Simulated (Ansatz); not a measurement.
`P[SiH]1CS1` + `C[Si](C)(C)O` → `C[SiH]1CS1` + `C[Si](C)(O)P`  (redistribution)

Isolated molecules relaxed with PBE0-D4/def2-TZVP in Ansatz; ΔE leaves out vibrations. CCSD(T)/CBS is the MP2 limit (def2-TZVPP, def2-QZVPP) plus CCSD(T) − MP2 in def2-TZVPP, frozen cores. DFT in def2-TZVPP. HSE06 is defined as in plane-wave codes. Each species was taken in one conformer, which may not be the lowest.

```tsv
level	ΔE (kcal/mol)	difference from CCSD(T)/CBS
revPBE-D4	1.1	0.2
BLYP-D4	1.1	0.2
PBE0-D4	0.9	0.0
BHLYP-D4	0.8	-0.1
CAM-B3LYP-D4	0.7	-0.2
PBE	1.2	0.3
r2SCAN0	1.1	0.2
HSE06	1.0	0.1
BHLYP	0.9	0.0
RPA@PBE/def2-TZVPP	1.2	0.3
MP2/def2-SVP	1.4	0.5
CCSD(T)/def2-TZVPP	1.1	0.2
HF/def2-QZVPP	0.5	-0.4
MP2/def2-QZVPP	0.9	0.0
SCS-MP2/def2-QZVPP	0.9	0.0
HF/CBS(def2)	0.5	-0.4
CCSD(T)/CBS	0.9	0
```

(1) What do rigid-rotor, harmonic-oscillator terms from PBE0-D4/def2-TZVP frequencies (298.15 K, 1 bar) make of the CCSD(T)/CBS value? (Best estimate.)

Largest T1 diagnostic among the species: 0.013.

## Answers

(1) Ansatz gave: ΔZPE = 0.0 kcal/mol, ΔH = +0.9 kcal/mol, ΔS = 2 J/(mol·K), ΔG = +0.8 kcal/mol.

Leaving LDA and LC-ωPBE aside and taking each functional with its dispersion term where it has one, the values, not all of them listed here, spread over 0.6 kcal/mol, from ωB97X-V to r2SCAN-D4.
